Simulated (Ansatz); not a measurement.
Z-matrix (Å, degrees):
```
C
O 1 1.411
H 1 1.091 2 108.1
H 1 1.096 2 111.7 3 -119.4
H 1 1.096 2 111.4 3 119.2
Si 2 1.645 1 122.5 3 -179.6
Si 6 2.355 2 112.2 1 -65.0
H 6 1.493 2 110.7 1 56.8
H 6 1.485 2 106.6 1 175.7
F 7 1.612 6 109.6 2 61.2
H 7 1.489 6 111.2 2 -179.8
H 7 1.487 6 112.3 2 -57.8
```

The species carries charge 0 and has multiplicity 1.

Question: List the PBE/def2-TZVPP orbital energies in eV (the Gaussian-basis code of Ansatz). (An estimate is asked.)

Answer: The calculation gave: Occupied: -1780.43, -1780.10, -659.80, -510.53, -270.34, -138.09, -137.79, -94.89, -94.80, -94.79, -94.56, -94.51, -94.50, -29.46, -25.54, -17.17, -14.07, -13.09, -11.28, -11.23, -11.17, -10.74, -10.54, -10.13, -8.66, -8.25, -7.92, -7.34, -6.38. Lowest empty: -1.67, -0.94, 0.23, 0.63, 0.77, 1.10, 1.37, 1.81.
